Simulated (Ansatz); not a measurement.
C$_{3}$H$_{6}$O, triplet, at a GFN2-xTB geometry (a higher spin typed on purpose: for a closed-shell molecule this is an excited state), atoms displaced at random by about 0.03 Å a coordinate; PBE/6-31G, gradient run with Ansatz (a quantum-chemistry and plane-wave program).

Here is a job for Ansatz.
Ansatz 0.2 input:
```yaml
crystal:
  periodic: [false, false, false]
  atoms:
    - {symbol: C, position_ang: [-1.24339244, 0.00508114, -0.71315003]}
    - {symbol: C, position_ang: [0.00762934, 0.22164803, 0.27525167]}
    - {symbol: C, position_ang: [1.22770287, 0.21644477, -0.57933584]}
    - {symbol: O, position_ang: [-0.03372966, -0.39648198, 1.36605326]}
    - {symbol: H, position_ang: [-1.20906356, -0.97271931, -1.19621629]}
    - {symbol: H, position_ang: [-1.19034278, 0.76034516, -1.48033476]}
    - {symbol: H, position_ang: [-2.12512216, 0.12373986, -0.06586633]}
    - {symbol: H, position_ang: [2.11220003, 0.47232605, 0.15208298]}
    - {symbol: H, position_ang: [1.40382884, -0.75290836, -0.99643406]}
    - {symbol: H, position_ang: [1.23703064, 0.98552367, -1.33767565]}
basis:
  gaussian:
    orbitals: 6-31G
hamiltonian:
  xc: pbe
magnetization: {spin_polarized: true, initial_magnetization: 2}
output: {forces: true}
```

Task: Predict the main parts of the log of this Ansatz run.

Result: 
```
Functional definition: PBE
648 factors; integrals over basis functions are off by at most 1.9e-4 eV
mean field evaluation 1: about -5237.8710 eV, gradient 3.6e1 eV
mean field evaluation 2: about -5232.2186 eV, gradient 4.7e1 eV
mean field evaluation 4: about -5244.2321 eV, gradient 2.3e0 eV
mean field evaluation 8: about -5244.2356 eV, gradient 2.6e-2 eV
mean field -5244.23559506 eV, -192.7221034481 hartree, gradient 4.4e-5 eV, S^2 2.002169; 0 other end points of the search recorded, 0 dependent functions left out
the calculation of the forces begins
reference -5244.23561475 eV, -192.7221041714 hartree; 17, 15 occupied and 31, 33 virtual orbitals, 648 factors
Total energy: -5244.23561475 eV, -192.7221041714 hartree
Atom 0 at    -1.243392     0.005081    -0.713150 Å, force     0.144653     0.011273     1.606283 eV/Å
Atom 1 at     0.007629     0.221648     0.275252 Å, force    -1.472724     2.576275    -4.219225 eV/Å
Atom 2 at     1.227703     0.216445    -0.579336 Å, force     2.746233     1.064176     2.369404 eV/Å
Atom 3 at    -0.033730    -0.396482     1.366053 Å, force    -0.156733    -2.265910     3.529689 eV/Å
Atom 4 at    -1.209064    -0.972719    -1.196216 Å, force    -0.073112    -0.633062    -0.038297 eV/Å
Atom 5 at    -1.190343     0.760345    -1.480335 Å, force     0.013392     0.694508    -0.355937 eV/Å
Atom 6 at    -2.125122     0.123740    -0.065866 Å, force    -0.259950    -0.104145    -0.363813 eV/Å
Atom 7 at     2.112200     0.472326     0.152083 Å, force    -1.051401    -0.515167    -1.305646 eV/Å
Atom 8 at     1.403829    -0.752908    -0.996434 Å, force     0.436495    -1.220832    -0.719795 eV/Å
Atom 9 at     1.237031     0.985524    -1.337676 Å, force    -0.326852     0.392885    -0.502663 eV/Å
Dipole moment:     0.005095     0.042762    -0.474135 e Å
```
